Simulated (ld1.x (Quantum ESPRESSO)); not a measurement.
**C: one change to an RRKJ potential, before and after**

| Property | Result |
| --- | --- |
| Element | carbon (C) |
| Generator | ld1.x (Quantum ESPRESSO) 7.5 |
| Type | norm-conserving RRKJ (Kleinman–Bylander form) |
| Functional | PBEsol |
| Relativity | scalar-relativistic |
| Frozen core | [He] |
| Valence charge | 4 |
| Reference configuration | 2s2 2p2 |
| Partial waves | 2s (bound): rc 1.25 bohr; 2p (bound): rc 2.90 bohr |
| Local potential | all-electron potential smoothed inside 1.00 bohr (lloc = -1) |
| Core correction | none |
| rho0 | 0.01 |

All-electron outer shells of the reference configuration (PBEsol, scalar-relativistic, ld1.x):

```
shell  level (eV)  outermost node (bohr)  outermost maximum (bohr)
   1s     -272.04                      –                      0.18
   2s      -13.65                   0.38                      1.22
   2p       -5.23                      –                      1.20
```

Change: wave 2p (bound): rc 2.90 bohr becomes 2p (bound): rc 2.04 bohr.

Cutoffs: the cutoffs (Ry, on a coarse ladder) from which the occupation-weighted sum of valence levels, in a spherical-Bessel basis at the reference potential, stays within 10 and 1 mRy of its value at 400 Ry; they do not see the model core or the augmentation charge, which bear on the density cutoff. Errors are all-electron minus pseudo energies relative to the spin-unpolarised reference configuration.

Task: Predict the effect on cutoff, ghosts and configuration errors.

Result: The potential gets neither clearly harder nor softer (45 Ry and 60 Ry → 45 Ry and 60 Ry); the s channel sets the loose cutoff, while the largest relative change is in p, which becomes harder; of the 7 tests that both files solve, the error grows in 0 and shrinks in 7 by more than 15 % and 0.3 meV (median size 158.4 → 32.8 meV); neither file shows a bound ghost. Less of the atom is replaced, so other configurations are described better.

```csv
quantity,base,changed
"cutoff, loose",45 Ry,45 Ry
"cutoff, tight",60 Ry,60 Ry
loose cutoff by channel (10 mRy a level),"s 40 Ry, p 12 Ry","s 40 Ry, p 25 Ry"
bound ghosts,none,none
"error for 2s2 2p1, meV [ΔE 10.79 eV]",+158,+33
"error for 2s2 2p0, meV [ΔE 34.81 eV]",+1263,+332
"error for 2s1 2p0, meV [ΔE 82.77 eV]",+2442,+734
"error for 2s1 2p3, meV [ΔE 8.43 eV]",-42,-4.2
"error for 2s1 2p2, meV [ΔE 19.50 eV]",-147,-34
"error for 2s0 2p4, meV [ΔE 16.87 eV]",-163,-17
"error for 2s2 2p2.3, meV [ΔE -1.14 eV]",+2.7,+0.4
```
